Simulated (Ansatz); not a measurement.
A nudged elastic band was laid between two geometries of AlFH2 + AsH3 (8 atoms, charge 0, multiplicity 1).

Theory: UKS PBE0-D4/def2-SVP (Ansatz 0.2.0).

- movable images: 5
- climbing image: yes
- spring: 5.0 eV/Å²
- optimiser: quadratic models (default)
- start path: straight line
- force threshold: 0.03 eV/Å
- iteration limit: 60
- end points: relaxed

Image 0:

```xyz
8
Properties=species:S:1:pos:R:3
Al -0.068 -0.057 -1.297
F -1.460 -0.996 -1.333
H 1.312 -0.827 -1.275
H -0.262 1.488 -1.575
H -1.011 -0.328 0.904
As -0.060 0.257 1.953
H 0.540 1.251 0.959
H 1.009 -0.788 1.663
```

Image 6:

```xyz
8
Properties=species:S:1:pos:R:3
Al 0.192 -0.043 -0.991
F -1.688 -0.850 -0.599
H 0.953 -1.319 -1.552
H -0.204 1.207 -1.887
H -1.656 -0.706 0.340
As 0.202 0.289 1.466
H 0.641 1.738 1.474
H 1.559 -0.317 1.748
```

Task: What changes between the two ends?

Result: Bonds broken: H5–As6. Bonds formed: Al1–As6, F2–H5. AlFH2 + AsH3 becomes AlAsFH5.

Task: Give the energies along the band, and the barrier.

Result: It converged. The highest image is number 4 of 0 to 6, 23.1 kcal/mol above the first end and 4.0 kcal/mol above the last; the last end lies 19.1 kcal/mol above the first. Another band between the same ends (5 images) ends at a top of the same energy, where a vibrational analysis finds 1 clearly imaginary mode. The orbitals stay closed-shell, which can raise the energy where a bond breaks towards radicals; this wasn't checked here.

| image | path coordinate (Å) | energy (kcal/mol) | H5–As6 (Å) | Al1–As6 (Å) | F2–H5 (Å) |
| --- | --- | --- | --- | --- | --- |
| 0 | 0.00 | 0.0 | 1.53 | 3.27 | 2.38 |
| 1 | 0.42 | 0.0 | 1.53 | 3.29 | 2.35 |
| 2 | 0.84 | 1.2 | 1.54 | 3.14 | 2.01 |
| 3 | 1.26 | 12.0 | 1.63 | 2.85 | 1.54 |
| 4 | 1.69 | 23.1 | 1.91 | 2.66 | 1.11 |
| 5 | 2.10 | 20.6 | 2.16 | 2.53 | 0.98 |
| 6 | 2.52 | 19.1 | 2.39 | 2.48 | 0.95 |

Task: What is the geometry of the highest image?

Result: 
```xyz
8
Properties=species:S:1:pos:R:3:forces:R:3
Al 0.107 -0.049 -0.978 0.01 0.00 0.01
F -1.590 -0.825 -0.630 -0.01 0.00 0.00
H 1.106 -1.191 -1.428 0.00 0.00 0.00
H -0.113 1.340 -1.700 0.00 0.00 0.00
H -1.238 -0.539 0.379 -0.01 -0.01 0.00
As -0.023 0.177 1.667 0.00 0.01 0.00
H 0.418 1.562 1.220 0.00 0.00 0.00
H 1.334 -0.477 1.470 0.01 0.00 0.00
```

The band took 10 iterations and roughly 5 core-minutes.

The run took 2.9 min on 2 threads of Arm Neoverse V1, with other jobs on the host, peak memory 0.26 GiB.
